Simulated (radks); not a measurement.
Numerical settings for the nitrogen ion N3+, [He] 2s2. Calculated with a radial shooting solver on a logarithmic mesh with Libxc functionals: non-relativistic Kohn-Sham, r2SCAN, spin-polarised, spherical densities, point nucleus; meta-GGA in the generalised Kohn-Sham scheme. The defaults (mesh step 0.008 in ln r, mesh end at 40 bohr or more with all orbitals vanishing there, Anderson mixing 0.5 over 9 steps, residual threshold near 1e-9 with the energy settled to 1e-9 hartree or 1e-11 of itself, here a cap of 75 iterations) give E = -51.160 hartree and 2s at -68.477 eV in 10 iterations. Run on one thread of a shared host, so times are rough (Intel(R) Xeon(R) 6975P-C): 0.06 s of CPU time, 0.06 s wall, 10 iterations on 2476 mesh points. Changes against that run (0 stands for a change within the tolerance of the run):

setting	iterations	converged	E (mhartree)	e(2s) (meV)	CPU (s)
mesh step in ln r 0.2	75	no	-3.22e+05	-	0.11
mesh step in ln r 0.012	10	yes	0	0	0.04
mesh step in ln r 0.12	75	no	-2.96e+05	-	0.11
mesh end (bohr) 20	10	yes	0	0	0.04
mesh end (bohr) 5	10	yes	+0.0101	+0.551	0.04
residual threshold 1e-13	75	no	0	0	0.24
residual threshold 1e-05	9	yes	0	+0.0275	0.04
mixing 0.01	15	yes	0	0	0.06
linear mixing, mixing 0.5	25	yes	0	0	0.09
linear mixing, mixing 0.05	75	no	+0.0399	-354	0.31
mixing history 2	12	yes	0	0	0.04
iteration cap 5	5	no	0	+5.69	0.02

No run marked as converged misses the energy by more than 1 mhartree. A mesh that ends early acts as a hard wall.
